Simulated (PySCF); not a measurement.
# Au(40+): ionisation energy

Au(40+) [Kr] 4d3 [4d3/2^3, M_J = 3/2] → Au(41+) [Kr] 4d2 [4d3/2^2, M_J = 2], as a difference of total energies. Calculation: PySCF 2.14, in an even-tempered Gaussian basis (16 s from 4.8 bohr⁻², ratio 2.8; 14 p from 6.2 bohr⁻², ratio 2.8; 9 d from 6.2 bohr⁻², ratio 2.8; 3 f from 24 bohr⁻², ratio 3); the two-component X2C-1e Hamiltonian. Correlated levels: [Ar] 3d10 frozen; the 90 highest virtual spinors dropped. "Screened" scales the spin-orbit matrix elements by Boettger's factors to mimic the two-electron term; Breit and QED terms are absent.

```
                    method  ionisation energy (eV)
           GHF (spin-free)                  1894.0
          GMP2 (spin-free)                  1894.0
 GHF (screened spin-orbit)                  1904.5
GMP2 (screened spin-orbit)                  1905.0
```

Breit and QED terms and the two-electron picture change are absent.

The spin-free rows relax to the high-spin LS determinant and lack the spin-orbit shift.

The labels give the starting determinants; with spin-orbit coupling the two ends relaxed to ⟨J²⟩ = 3.77, ⟨L²⟩ = 7.77, ⟨S²⟩ = 2.15 and ⟨J²⟩ = 6.01, ⟨L²⟩ = 10.21, ⟨S²⟩ = 1.60.

For comparison: 1904 ± 4 eV (theoretical estimate listed by NIST; NIST Atomic Spectra Database, ionization energies).
